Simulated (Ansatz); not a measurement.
Isolated molecules relaxed with PBE0-D4/def2-TZVP in Ansatz; ΔE leaves out vibrations. CCSD(T)/CBS adds triple-zeta CCSD(T) − MP2 to the extrapolated MP2 energy (def2 sets, frozen cores). This one scheme is used for every species. Functionals use def2-TZVPP. B3LYP here is the variant with VWN-RPA as its local correlation; programs differ in this.

`FC1=C(F)[C@@H](F)[C@@H]1F` + H₂ → `FC1=C(F)C(F)C1` + H–F  (hydrogenolysis of a C–F bond)

`FC1=C(F)[C@@H](F)[C@@H]1F`:

Cartesian coordinates in Å:
```
F -0.073 1.781 1.651
C -0.133 0.813 0.773
C -1.046 -0.088 0.418
F -2.292 -0.327 0.737
C -0.148 -0.779 -0.552
F -0.575 -0.774 -1.855
C 0.889 0.324 -0.196
F 2.055 -0.136 0.361
H 0.187 -1.787 -0.298
H 1.137 0.973 -1.039
```

H₂:

```xyz
2

H     0.242   -0.174   -0.224
H    -0.242    0.174    0.224
```

`FC1=C(F)C(F)C1`:

```xyz
10

F    -0.323    2.097    1.176
C    -0.154    0.919    0.621
C     0.242   -0.272    1.057
F     0.590   -0.781    2.218
C     0.244   -0.869   -0.309
F    -0.630   -1.911   -0.511
C    -0.275    0.510   -0.814
H     1.216   -1.167   -0.709
H    -1.290    0.449   -1.209
H     0.381    1.025   -1.520
```

H–F:

Z-matrix (Å, degrees):
```
F
H 1 0.920
```

(1) Is it downhill or uphill in electronic energy at CCSD(T)/CBS, and by how much? (An estimate is asked.)

(2) What do these levels give: r2SCANh-D4, PBE-QIDH, PBE, revPBE, B3LYP, r2SCANh? (An estimate is asked.)

Largest T1 diagnostic among the species: 0.012.

Results:

(1) The calculation gave: Downhill: ΔE = -103.4 kJ/mol.

(2) The calculation gave: r2SCANh-D4 -89.1, PBE-QIDH -101.9, PBE -88.4, revPBE -89.5, B3LYP -91.2, r2SCANh -89.5 kJ/mol.

From BLYP to BHLYP (50 % exact exchange), in def2-TZVPP and without D4, ΔE moves by −10.9 kJ/mol. At CCSD(T), def2-SVP lies +14.4 kJ/mol from the extrapolated value and def2-TZVPP +4.0 kJ/mol.
